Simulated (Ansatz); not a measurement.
Ansatz (a first-principles code) input (B97M-V/def2-TZVPD):

Ansatz 0.2 input:
```yaml
crystal:
  periodic: [false, false, false]
  atoms:
    - {symbol: Al, position_ang: [-0.00000000, -0.00000000, -1.71036253]}
    - {symbol: O, position_ang: [0.00000000, 0.00000000, 0.00000000]}
    - {symbol: Al, position_ang: [0.00000000, 0.00000000, 1.71036253]}
basis:
  gaussian:
    orbitals: def2-TZVPD
hamiltonian:
  xc: {name: B97M-V}
output: {forces: true}
```

End of the output:

```
712 factors; their error is unknown
mean field: 0.41 GiB planned
mean field evaluation 1: about -15230.6564 eV, gradient 7.3e1 eV
mean field evaluation 2: about -15112.0591 eV, gradient 1.9e2 eV
mean field evaluation 4: about -15240.4537 eV, gradient 3.1e0 eV
mean field evaluation 8: about -15240.4915 eV, gradient 7.6e-2 eV
mean field evaluation 16: about -15240.4915 eV, gradient 3.1e-6 eV
mean field -15240.49148377 eV, -560.0777316522 hartree, gradient 3.1e-6 eV, S^2 0.000000; 0 other end points of the search recorded, 0 dependent functions left out
the calculation of the forces begins
reference -15240.49153517 eV, -560.0777335413 hartree; 17, 17 occupied and 109, 109 virtual orbitals, 712 factors
Total energy: -15240.49153517 eV, -560.0777335413 hartree
Atom 0 at    -0.000000    -0.000000    -1.710363 Å, force    -0.000000    -0.000000     0.361246 eV/Å
Atom 1 at     0.000000     0.000000     0.000000 Å, force     0.000000    -0.000000     0.000000 eV/Å
Atom 2 at     0.000000     0.000000     1.710363 Å, force    -0.000000    -0.000000    -0.361246 eV/Å
Dipole moment:     0.000000     0.000000    -0.000000 e Å
```
